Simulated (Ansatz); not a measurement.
`C[O][GeH]([F])[SH]` and `[CH3][GeH]([F])[SH]` differ in one atom or group.

Ansatz, PBE0-D4/def2-TZVP geometries, multiplicity 1. Each molecule was computed in one conformer, which needn't be the lowest.

Scalar relativity is left out up to krypton.

| property | `C[O][GeH]([F])[SH]` |
| --- | --- |
| HOMO–LUMO gap (ωB97M-V/def2-TZVPP) / eV | 11.98 |
| HOMO energy (ωB97M-V/def2-TZVPP) / eV | -10.19 |
| LUMO energy (B3LYP/def2-TZVPP) / eV | -0.55 |
| HOMO–LUMO gap (PBE/def2-TZVPP) / eV | 5.42 |
| size of the dipole moment (B3LYP/def2-TZVPP) / D | 0.90 |
| LUMO energy (PBE/def2-TZVPP) / eV | -1.24 |

What does the change do to each property? (Estimate.)

The calculation gave: 
```csv
property,`[CH3][GeH]([F])[SH]`,shift
HOMO–LUMO gap (ωB97M-V/def2-TZVPP) / eV,12.09,0.11
HOMO energy (ωB97M-V/def2-TZVPP) / eV,-9.95,0.24
LUMO energy (B3LYP/def2-TZVPP) / eV,-0.05,0.50
HOMO–LUMO gap (PBE/def2-TZVPP) / eV,5.72,0.30
size of the dipole moment (B3LYP/def2-TZVPP) / D,2.62,1.72
LUMO energy (PBE/def2-TZVPP) / eV,-0.74,0.50
```

With PBE0 the HOMO rises by 0.23 eV and the LUMO rises by 0.50 eV, so the gap widens by about 0.27 eV. PBE moves the HOMO by 0.20 eV and ωB97M-V by 0.24 eV. Dipoles are sizes alone; their direction can turn.

B3LYP here is the variant with VWN-RPA as its local correlation; programs differ in this.
